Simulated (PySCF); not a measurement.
Electron correlation in Ar⁺ (argon, charge +1)

[Ne] 3s2 3p4 3d1, one real determinant (an excited configuration). Calculation: PySCF 2.14, in dyall-acv3z (19s12p6d4f, 113 functions); the non-relativistic Hamiltonian (point nucleus). Frozen: [Ne]; 7 electrons correlated; the 23 highest virtual orbitals of each spin left out.

```tsv
level	correlation energy (mhartree)
CCSD	-173.66
(T)	-7.48
CCSD(T)	-181.14
```

Diagnostics: T1 = 0.0082, D1 = 0.0266, largest double amplitude 0.123.

The real determinant used has ⟨L²⟩ near 8 against 12 for a pure F term, so it mixes terms. The outer electron is Rydberg-like, and this basis confines it to a smaller radius and binds it less than a complete one would.

Cost of the coupled-cluster step: of the order of 15 core-seconds, for 7 correlated electrons.

Iterations:

```
CC2 = 0
CCSD nocc = (np.int64(5), np.int64(2)), nmo = (85, 85)
frozen orbitals [[0, 1, 2, 3, 4, 90, 91, 92, 93, 94, 95, 96, 97, 98, 99, 100, 101, 102, 103, 104, 105, 106, 107, 108, 109, 110, 111, 112], [0, 1, 2, 3, 4, 90, 91, 92, 93, 94, 95, 96, 97, 98, 99, 100, 101, 102, 103, 104, 105, 106, 107, 108, 109, 110, 111, 112]]
max_cycle = 100
direct = 0
conv_tol = 1e-08
conv_tol_normt = 1e-06
diis_space = 8
diis_start_cycle = 0
Init t2, MP2 energy = -0.144025270800955
Init E_corr(UCCSD) = -0.144025270805086
cycle = 1  E_corr(UCCSD) = -0.163691001662811  dE = -0.0196657309  norm(t1,t2) = 0.0457729
cycle = 2  E_corr(UCCSD) = -0.16861395227504  dE = -0.00492295061  norm(t1,t2) = 0.0227885
cycle = 3  E_corr(UCCSD) = -0.172130224161819  dE = -0.00351627189  norm(t1,t2) = 0.0167603
cycle = 4  E_corr(UCCSD) = -0.173081445997744  dE = -0.000951221836  norm(t1,t2) = 0.0116613
cycle = 5  E_corr(UCCSD) = -0.17367799725736  dE = -0.00059655126  norm(t1,t2) = 0.00376753
cycle = 6  E_corr(UCCSD) = -0.173660431936695  dE = 1.75653207e-05  norm(t1,t2) = 0.000597286
cycle = 7  E_corr(UCCSD) = -0.173663680966853  dE = -3.24903016e-06  norm(t1,t2) = 0.000192823
cycle = 8  E_corr(UCCSD) = -0.17366441170933  dE = -7.30742477e-07  norm(t1,t2) = 5.35583e-05
cycle = 9  E_corr(UCCSD) = -0.173663307945944  dE = 1.10376339e-06  norm(t1,t2) = 1.29486e-05
cycle = 10  E_corr(UCCSD) = -0.173663662864249  dE = -3.54918304e-07  norm(t1,t2) = 3.19856e-06
cycle = 11  E_corr(UCCSD) = -0.173663667061697  dE = -4.19744831e-09  norm(t1,t2) = 7.59309e-07
UCCSD converged
E(UCCSD) = -525.8660244166277  E_corr = -0.173663667061697
UCCSD(T) correction = -0.0074764757289242
```

The reference is one real determinant that mixes LS terms of this configuration.
